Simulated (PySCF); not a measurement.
A structure optimised at PBE-D3(BJ)/def2-SVP, used in a PySCF frequency run:

```xyz
7

Si    -0.4468    -0.3637     0.0000
F     -1.1127     0.3321     1.3090
F     -1.1127     0.3321    -1.3090
C      1.3450    -0.0373     0.0000
C      2.5598     0.1410     0.0000
H     -0.7761    -1.8132     0.0000
H      3.6306     0.3042     0.0000
```
Charge 0, spin multiplicity 1.

**Question.** Write its SMILES, formula and point group.

**Answer.** C#C[SiH](F)F, C₂H₂F₂Si, Cs

**Question.** What are its rotational constants (standard atomic weights)?

**Answer.** 6.6010, 2.8358, 2.1797 GHz
